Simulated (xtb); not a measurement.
sulfolane (C4H8O2S), singlet, from a rough starting geometry; xtb with GFN2-xTB.

The xtb input:
```
$ xtb mol.xyz --gfn 2 --opt vtight --json

# file mol.xyz
15

O      2.22196185     1.23552100    -0.47443031
S      1.14017274     0.69242409     0.48634911
O      1.35626130     1.08678048     1.78330077
C     -0.49919616     1.27961281    -0.07306354
C     -1.03781925     0.03854524    -0.76337395
C     -0.59714172    -1.13592872     0.04613895
C      0.87010659    -1.07850034     0.21446637
H     -1.09226713     1.55250780     0.82054350
H     -0.36593550     2.18312220    -0.75513745
H     -2.10730174     0.04714408    -0.84335447
H     -0.63401180    -0.01758246    -1.76596940
H     -0.86046625    -2.07473113    -0.36338789
H     -1.05141697    -1.09987955     1.05699040
H      1.36638847    -1.56410671     1.10984087
H      1.48965234    -1.29856296    -0.68518985
```

The log (banner, timings and long lists left out):

```
   ID    Z sym.   atoms
    1    8 O      1, 3
    2   16 S      2
    3    6 C      4-7
    4    1 H      8-15

           -------------------------------------------------
          |                Calculation Setup                |
           -------------------------------------------------

           -------------------------------------------------
          |                 G F N 2 - x T B                 |
           -------------------------------------------------

          ...................................................
          :                      SETUP                      :
          :.................................................:
          :  # basis functions                  42          :
          :  # atomic orbitals                  41          :
          :  # shells                           23          :
          :  # electrons                        42          :
          :  max. iterations                   250          :
          :  Hamiltonian                  GFN2-xTB          :
          :  restarted?                      false          :
          :  GBSA solvation                  false          :
          :  PC potential                    false          :
          :  electronic temp.          300.0000000     K    :
          :  accuracy                    1.0000000          :
          :  -> integral cutoff          0.2500000E+02      :
          :  -> integral neglect         0.1000000E-07      :
          :  -> SCF convergence          0.1000000E-05 Eh   :
          :  -> wf. convergence          0.1000000E-03 e    :
          :  Broyden damping             0.4000000          :
          :  net charge                          0          :
          :  unpaired electrons                  0          :
          ...................................................

 iter      E             dE          RMSdq      gap      omega  full diag
   1    -24.1693111 -0.241693E+02  0.551E+00    7.38       0.0  T
   2    -24.2212486 -0.519375E-01  0.346E+00    7.04       1.0  T
   3    -24.2238355 -0.258692E-02  0.150E+00    7.15       1.0  T
   4    -24.2263461 -0.251060E-02  0.411E-01    7.02       1.0  T
   5    -24.2264928 -0.146689E-03  0.208E-01    7.05       1.0  T
   6    -24.2265608 -0.679339E-04  0.765E-02    7.04       1.0  T
   7    -24.2265674 -0.663478E-05  0.371E-02    7.04       1.0  T
   8    -24.2265711 -0.368647E-05  0.119E-02    7.04       2.2  T
   9    -24.2265713 -0.258692E-06  0.459E-03    7.04       5.6  T
  10    -24.2265714 -0.184779E-07  0.122E-03    7.04      21.1  T
  11    -24.2265714 -0.151362E-08  0.373E-04    7.04      69.1  T
  12    -24.2265714 -0.129727E-09  0.946E-05    7.04     272.9  T

   *** convergence criteria satisfied after 12 iterations ***

         :::::::::::::::::::::::::::::::::::::::::::::::::::::
         ::                     SUMMARY                     ::
         :::::::::::::::::::::::::::::::::::::::::::::::::::::
         :: total energy             -23.988937633865 Eh    ::
         :: gradient norm              0.202590697081 Eh/a0 ::
         :: HOMO-LUMO gap              7.035424403864 eV    ::
         ::.................................................::
         :: SCC energy               -24.226549759537 Eh    ::
         :: -> isotropic ES            0.069779849528 Eh    ::
         :: -> anisotropic ES         -0.004077457203 Eh    ::
         :: -> anisotropic XC          0.006088959171 Eh    ::
         :: -> dispersion             -0.011483245023 Eh    ::
         :: repulsion energy           0.237612125672 Eh    ::
         :: add. restraining           0.000000000000 Eh    ::
         :: total charge               0.000000000000 e     ::
         :::::::::::::::::::::::::::::::::::::::::::::::::::::

      -----------------------------------------------------------
     |                   =====================                   |
     |                        A N C O P T                        |
[...]
 * total energy  :   -24.0137404 Eh     change       -0.3651234E-04 Eh
 * total energy  :   -24.0137545 Eh     change       -0.1415721E-04 Eh
 * total energy  :   -24.0137573 Eh     change       -0.2783127E-05 Eh
 * total energy  :   -24.0137583 Eh     change       -0.9370045E-06 Eh
 * total energy  :   -24.0137588 Eh     change       -0.5289244E-06 Eh
 * total energy  :   -24.0137594 Eh     change       -0.6211644E-06 Eh
 * total energy  :   -24.0137599 Eh     change       -0.5375908E-06 Eh
 * total energy  :   -24.0137604 Eh     change       -0.4097600E-06 Eh
 * total energy  :   -24.0137607 Eh     change       -0.3285032E-06 Eh
 * total energy  :   -24.0137609 Eh     change       -0.2315125E-06 Eh
 * total energy  :   -24.0137611 Eh     change       -0.1452973E-06 Eh
 * total energy  :   -24.0137612 Eh     change       -0.9431126E-07 Eh
   *** GEOMETRY OPTIMIZATION CONVERGED AFTER 17 ITERATIONS ***
         :: total energy             -24.013761155317 Eh    ::
[...]
        31                          0.1306488               3.5551
        32                          0.1559900               4.2447
       ...                                ...                  ...
        41                          1.2244195              33.3181
      -------------------------------------------------------------
                  HL-Gap            0.2717452 Eh            7.3946 eV
             Fermi-level           -0.2775598 Eh           -7.5528 eV

     #   Z          covCN         q      C6AA      α(0)
     1   8 O        0.860    -0.539    24.673     6.660
     2  16 S        3.893     0.968   107.568    17.456
     3   8 O        0.860    -0.539    24.670     6.659
     4   6 C        3.803    -0.141    23.203     6.858
     5   6 C        3.927    -0.074    21.837     6.641
     6   6 C        3.926    -0.073    21.837     6.641
     7   6 C        3.803    -0.141    23.205     6.858
     8   1 H        0.925     0.074     2.044     2.236
     9   1 H        0.925     0.077     2.014     2.219
    10   1 H        0.924     0.063     2.169     2.303
    11   1 H        0.924     0.056     2.242     2.342
    12   1 H        0.924     0.063     2.169     2.303
    13   1 H        0.924     0.056     2.244     2.343
    14   1 H        0.925     0.077     2.015     2.220
    15   1 H        0.925     0.074     2.043     2.235

 Mol. C6AA /au·bohr⁶  :       2573.432894
 Mol. C8AA /au·bohr⁸  :      66936.197937
 Mol. α(0) /au        :         75.973782

Wiberg/Mayer (AO) data.
largest (>0.10) Wiberg bond orders for each atom

 ---------------------------------------------------------------------------
     #   Z sym  total        # sym  WBO       # sym  WBO       # sym  WBO
 ---------------------------------------------------------------------------
     1   8 O    1.962 --     2 S    1.664     3 O    0.117
     2  16 S    4.881 --     3 O    1.664     1 O    1.664     4 C    0.752
                             7 C    0.751
     3   8 O    1.962 --     2 S    1.664     1 O    0.117
     4   6 C    3.986 --     5 C    1.023     8 H    0.974     9 H    0.973
                             2 S    0.752
     5   6 C    3.993 --     4 C    1.023     6 C    0.998    11 H    0.976
                            10 H    0.971
     6   6 C    3.994 --     7 C    1.023     5 C    0.998    13 H    0.976
                            12 H    0.971
     7   6 C    3.986 --     6 C    1.023    15 H    0.974    14 H    0.973
                             2 S    0.751
     8   1 H    0.995 --     4 C    0.974
     9   1 H    0.994 --     4 C    0.973
    10   1 H    0.996 --     5 C    0.971
    11   1 H    0.997 --     5 C    0.976
    12   1 H    0.996 --     6 C    0.971
    13   1 H    0.997 --     6 C    0.976
    14   1 H    0.994 --     7 C    0.973
    15   1 H    0.995 --     7 C    0.974
 ---------------------------------------------------------------------------

Topologies differ in total number of bonds
Writing topology from bond orders to xtbtopo.mol

molecular dipole:
                 x           y           z       tot (Debye)
 q only:       -1.679      -1.111      -0.666
   full:       -1.795      -1.188      -0.711       5.761
molecular quadrupole (traceless):
                xx          xy          yy          xz          yz          zz
 q only:       -3.330      -8.028       4.667      -1.330      -2.485      -1.337
  q+dip:       -4.245      -9.535       4.896      -2.268      -2.864      -0.652
   full:       -3.952      -9.581       5.424      -1.760      -2.851      -1.472

optimized geometry written to: xtbopt.xyz

           -------------------------------------------------
          | TOTAL ENERGY              -24.013761155317 Eh   |
          | GRADIENT NORM               0.000042092985 Eh/α |
          | HOMO-LUMO GAP               7.394562585827 eV   |
           -------------------------------------------------

normal termination of xtb
```
